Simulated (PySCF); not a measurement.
Si(Me)(SH)3 (CH6S3Si), SMILES S[Si](C)(S)S.

Coordinates come from a r2SCAN-D4/def2-SVP optimisation. One conformer was computed; it need not be the lowest.

Two levels are set side by side: TDA-PBE/def2-SVPD (PySCF) and TDA-PBE0/def2-SVPD (PySCF). Vertical, same geometry. The lowest singlet is HOMO→LUMO 94 % with PBE and HOMO→LUMO 78 % with the other functional; states are paired by order. Differences are taken from unrounded values.

```json
[
 {"quantity": "lowest singlet excitation (eV)", "TDA-PBE0": "5.79", "TDA-PBE": "5.21", "TDA-PBE minus TDA-PBE0": "-0.58"},
 {"quantity": "lowest triplet excitation (TDA) (eV)", "TDA-PBE0": "5.37", "TDA-PBE": "4.94", "TDA-PBE minus TDA-PBE0": "-0.43"}
]
```

Functionals without exact exchange tend to place singlet excitations lower, as here. Differences between two approximate levels are no errors against the true value.

Rough cost on one machine, each run with all the roots and properties that it gave: TDA-PBE0 against TDA-PBE about 3 times.
